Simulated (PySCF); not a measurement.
# Krypton: a sound run and one with changed settings

Sound run: Kr⁺ [Ar] 3d10 4s2 4p5, Kr²⁺ [Ar] 3d10 4s2 4p4. Computed with PySCF 2.14 in jorge-DZP-DKH (8s6p2d1f, 43 functions), with the spin-free X2C one-electron Hamiltonian (Gaussian nucleus). In the sound run the correlated levels freeze [Ar] 3d10. The sound run starts from symmetry-adapted Hartree-Fock orbitals and uses a fine grid where one is needed.

A second run was set up differently.

| species | method | sound run (hartree) | changed run (hartree) | converged |
| --- | --- | --- | --- | --- |
| Kr⁺ | MP2 | -2787.57020 | -2788.15951 | yes |
| Kr²⁺ | MP2 | -2786.70492 | -2787.29247 | yes |

Ionisation energy of Kr⁺:

```csv
method,sound run (eV),changed run (eV)
UHF,23.350,23.350
MP2,23.545,23.593
SCS-MP2,23.538,23.567
```

What was changed?
A. all electrons correlated in a valence basis
B. basis contracted for another Hamiltonian
C. a valence shell is frozen
D. too few SCF iterations

A. A valence basis has no tight correlating functions, so it recovers only part of the core correlation, and not evenly between atom and ion.
